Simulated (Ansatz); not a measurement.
Molecule: YI$_{2}$, net charge 0, doublet state. SMILES: [I][Y][I]
Geometry from a B3LYP-D3(BJ)/def2-TZVP (Ansatz, a program for electronic structure) optimisation:
```
Y
I 1 2.8160
I 1 2.8160 2 133.43
```
Charge 0, spin multiplicity 2.

Wanted: atomisation energy, in kcal/mol. Conventions: atomisation electronic, to ground-state atoms; def2 sets with scalar-relativistic core potentials past Kr; LANL2DZ with its own core potentials from Na on; spin-orbit terms left out; no dispersion term unless named; UHF or UKS for open shells. First-principles rows: single points at B3LYP-D3(BJ) geometries (Ansatz).

```csv
species,coefficient,"E at B3LYP/LANL2DZ (Ansatz), Eh","E at PBE0/def2-TZVPD (Ansatz), Eh"
[I][Y][I],-1,-60.83026,-633.88205
I atom,+2,-11.36262,-297.69320
Y atom,+1,-37.84804,-38.20727
```

 1 Eh = 627.5095 kcal/mol.

Question: Work the quantity out at each level.

Answer: 
- B3LYP/LANL2DZ: the sum of coefficient times E is 0.25698 Eh, or 161.26 kcal/mol. Result: 161.3 kcal/mol.
- PBE0/def2-TZVPD: the sum of coefficient times E is 0.28838 Eh, or 180.96 kcal/mol. Result: 181.0 kcal/mol.
